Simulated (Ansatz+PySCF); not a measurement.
**singlet GeH4: levels of theory in one basis**

```xyz
5

Ge    0.0000    0.0000    0.0000
H     0.9585    0.9585    0.9585
H     0.9585   -0.9585   -0.9585
H    -0.9585    0.9585   -0.9585
H    -0.9585   -0.9585    0.9585
```

Basis set: def2-SVP (spherical functions). Left uncorrelated: 9 orbitals. Charge 0, multiplicity 1.

Computed with Ansatz (development build ahead of 0.2.0); each method stands on the lowest determinant of its kind that the runs found. NEVPT2 correlates all electrons. Active spaces start from the frontier orbitals, and the lowest solution found is given.

```json
{"method": "RHF", "E − E(RHF) (eV)": "0.00", "<S²> of the determinant": "0.00"}
{"method": "RHF-CCSD", "E − E(RHF) (eV)": "-7.26", "<S²> of the determinant": "–"}
{"method": "RHF-CCSD(T)", "E − E(RHF) (eV)": "-7.44", "<S²> of the determinant": "–"}
{"method": "CASSCF(8,8)", "E − E(RHF) (eV)": "-1.84", "<S²> of the determinant": "–"}
{"method": "SC-NEVPT2(8,8)", "E − E(RHF) (eV)": "-8.09", "<S²> of the determinant": "–"}
```

**Question.** What does RHF-MP2 give on the same scale?

**Answer.** -6.72 eV.

**Question.** Is a single determinant a sound starting point here?

**Answer.** By this sign, yes. Unrestricted orbitals gain 0.00 eV and <S²> is 0.00 against 0.00 for a pure state. The CASSCF(8,8) natural occupations are 1.98, 1.97, 1.97, 1.97, 0.05, 0.03, 0.03, 0.03.
